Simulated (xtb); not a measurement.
WOSFCl, SMILES [O]=[W]([F])(=[S])[Cl], multiplicity 1. All values are semi-empirical tight-binding results from xtb (GFN2-xTB unless named), good for trends rather than for accurate numbers. Geometry: GFN2-xTB. The spin state was assumed, not searched. The structure was generated by enumeration; whether it is a known compound was not checked.

For metal compounds this method's bond lengths and energies can be far off.

| Property | Result |
|---|---|
| orbital gap | 2.07 eV |
| zero-point energy | 4.2 kcal/mol |
| G − E(el) at 298.15 K (modified RRHO) | -16.8 kcal/mol |
